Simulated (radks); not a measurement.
The numbers below are computed, except where a source is named.
Neutral phosphorus inside a hard spherical wall (all orbitals vanish at R), configuration held at [Ne] 3s2 3p3 and not refilled when levels cross. Code: a radial shooting solver on a logarithmic mesh with Libxc functionals. Model: scalar-relativistic Kohn-Sham, r2SCAN, spin-polarised, spherical densities, finite nucleus; open shells are filled with parallel spins first; meta-GGA in the generalised Kohn-Sham scheme; Fermi nuclear charge, rms radius 3.1889 fm. Eigenvalues in eV for spin up, with the zero of energy where the potential of the charges vanishes at infinity; a dash marks a level that is unbound or too diffuse for the functional's potential to be trusted. A positive occupied level is held by the wall or, in an anion where self-interaction has pushed it up, behind a barrier. The pressure on the wall is -dE/dV.

R (bohr)  E (hartree)  kinetic (hartree)    e(2s)    e(2p)    e(3s)   e(3p)  e(4s, empty)  e(4p, empty)  pressure (GPa)
free       -342.10912            343.206  -177.98  -126.59  -15.683  -6.684             -             -               0
20         -342.10912            343.206  -177.98  -126.59  -15.683  -6.684             -             -        < 0.0001
15         -342.10912            343.206  -177.98  -126.59  -15.683  -6.684         0.196         1.036        < 0.0001
7          -342.10599            343.234  -177.76  -126.38  -15.541  -6.532         3.294         6.718           0.215
6          -342.09594            343.306  -177.30  -125.92  -15.253  -6.203         5.817        10.283            1.24
5          -342.05245            343.565  -175.93  -124.55  -14.413  -5.192        11.426        17.316            7.82
3.5        -341.55527            345.701  -167.90  -116.50   -8.894   1.626        40.022        48.899             168
2.5        -339.21555            353.003  -150.14  -98.665    9.259  22.802        114.78        124.52            1920
2          -334.81856            364.443  -131.46  -79.802   39.409  55.339        217.74        223.24            8400
1.5        -320.95345            396.502  -95.881  -42.940   129.63  144.42        473.66        457.08           51800
